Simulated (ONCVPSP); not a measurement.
Building the ONCV potential for neon (Ne) (PBEsol, scalar-relativistic).

- Element: neon
- Generator: ONCVPSP 4.0.1
- Type: optimised norm-conserving Vanderbilt (ONCV)
- Functional: PBEsol
- Relativity: scalar-relativistic
- Frozen core: [He]
- Valence charge: 8
- Reference configuration: 2s2 2p4.5 (charge +1.5)
- Partial waves: 2s: rc 0.65 bohr, ncon 4, nbas 8, qcut 8.1 1/bohr, local; 2p: rc 0.95 bohr, ncon 5, nbas 8, qcut 13.8 1/bohr, 1 projector; d scattering state at 0.03 Ha: rc 1.00 bohr, ncon 4, nbas 8, qcut 8.5 1/bohr, 1 projector
- Local potential: the s channel
- Core correction: Teter function, fcfact 4.75, rcfact 1.4

(1) Estimate the cutoffs (Ha) at which the residual kinetic energy of the hardest occupied pseudo-wave falls to 1 and 0.1 mHa per electron.

(2) Does the potential have ghost states?

(3) Which valence shell sets the plane-wave cutoff?

(4) Tests: 2s2 2p6; 2s2 2p5; 2s2 2p4; 2s1 2p6. Which has the largest error in its energy relative to the reference configuration, and how large is it?

Results:

(1) 357 Ha and 426 Ha.

(2) No bound ghost flagged; no localised positive-energy state flagged.

(3) 2s: 357 Ha for 1 mHa per electron, against 78 Ha for 2p.

(4) 2s1 2p6, with +44 meV (all-electron minus pseudo) on +4.51 eV.
